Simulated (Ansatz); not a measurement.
Molecule: C₆H₁₃ (charge 0, doublet). It need not be the lowest isomer of its formula. 
Structure (B3LYP-D3(BJ)/def2-TZVP (Ansatz, a quantum-chemistry and plane-wave program) minimum search):
```xyz
19

C      1.0165    -0.4890     0.3340
C      2.0716     0.5294     0.5773
C     -0.3739    -0.1396    -0.1169
C     -1.0549    -1.3927    -0.6846
C     -0.3536     0.9577    -1.1934
C     -1.1910     0.3672     1.0947
H      1.1799    -1.4986     0.6934
H      1.7531     1.2916     1.3037
H      2.3363     1.0784    -0.3336
H      2.9829     0.0736     0.9643
H     -2.0824    -1.1751    -0.9847
H     -0.5167    -1.7662    -1.5579
H     -1.0839    -2.1909     0.0604
H      0.2284     0.6425    -2.0617
H     -1.3693     1.1786    -1.5280
H      0.0791     1.8846    -0.8140
H     -2.2087     0.6252     0.7897
H     -0.7348     1.2572     1.5316
H     -1.2518    -0.3985     1.8701
```
Charge 0, spin multiplicity 2.

Total electronic energies in hartree. Correlated levels leave the core frozen unless marked. Open shells are spin-unrestricted. Spin-orbit coupling is left out. Non-relativistic. CBS(X,Y): correlation extrapolated as X^-3; Hartree-Fock from the larger set. The bracket is a focal-point correction in the basis named.

| level | program | energy (Eh) |
|---|---|---|
| HF/6-31G | Ansatz | -234.64385 |
| HF/6-31G* | Ansatz | -234.73652 |
| BLYP/def2-TZVPD | Ansatz | -236.34329 |
| revPBE-D3(BJ)/def2-TZVPD | Ansatz + dftd3 | -236.45776 |
| r2SCAN-D3(BJ)/def2-TZVPD | Ansatz + dftd3 | -236.35334 |
| B3LYP-D3(BJ)/def2-TZVPD | Ansatz + dftd3 | -236.53619 |
| PBE0-D3(BJ)/def2-TZVP | Ansatz + dftd3 | -236.21402 |
| PBE0-D3(BJ)/def2-TZVPD | Ansatz + dftd3 | -236.21471 |
| CAM-B3LYP/def2-TZVPD | Ansatz | -236.35340 |
| LC-wPBE-D4/def2-TZVPD | Ansatz + dftd4 | … |
| B2GP-PLYP-D3(BJ)/def2-TZVPD | Ansatz + dftd3 | -236.21435 |
| MP2/cc-pVDZ | Ansatz | -235.60185 |
| MP2/cc-pVTZ | Ansatz | -235.85494 |
| CCSD(T)/cc-pVTZ | Ansatz | -235.96886 |
| RI-MP2/CBS(cc-pVTZ,cc-pVQZ)+[CCSD(T)-MP2]/cc-pVTZ | Ansatz | -236.0928 |

**Question.** Some entries are withheld; supply them.

**Answer.** 
- LC-wPBE-D4/def2-TZVPD, energy (Eh): -236.37310
